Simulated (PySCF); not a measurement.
SMILES [Si](C)(O[SiH2]C)(C)C (GFN2-xTB optimised geometry):

```
21

Si    -0.512     1.109     0.463
C     -1.577     1.948    -0.862
O     -0.281    -0.425     0.000
Si     0.234    -1.976     0.000
C     -0.461    -2.768    -1.585
C     -0.443    -2.832     1.560
C      2.137    -1.976     0.000
H      0.805     1.744     0.575
H     -1.193     1.084     1.762
H     -2.537     1.452    -0.974
H     -1.769     2.984    -0.603
H     -1.088     1.936    -1.832
H     -1.547    -2.735    -1.600
H     -0.107    -2.253    -2.472
H     -0.163    -3.809    -1.667
H     -0.071    -2.353     2.461
H     -0.154    -3.878     1.599
H     -1.527    -2.789     1.592
H      2.528    -1.493     0.890
H      2.537    -2.984    -0.030
H      2.529    -1.441    -0.860
```

Calculation: CAM-B3LYP/def2-SVP run with PySCF 2.14.0.

What are the frontier orbital energies and the dipole moment?

HOMO-2 -10.15 eV, HOMO-1 -9.21 eV, HOMO -9.17 eV, LUMO 2.19 eV, LUMO+1 2.71 eV; dipole moment 0.27 D.

Meta-Löwdin charges at CAM-B3LYP/def2-SVP: Si1 0.91, C2 -0.55, O3 -0.82, Si4 1.12, C5 -0.56, C6 -0.56, C7 -0.56, H8 -0.14, H9 -0.14, H10 0.11, H11 0.11, H12 0.11, H13 0.11, H14 0.11, H15 0.11, H16 0.11, H17 0.11, H18 0.11, H19 0.11, H20 0.11, H21 0.11.
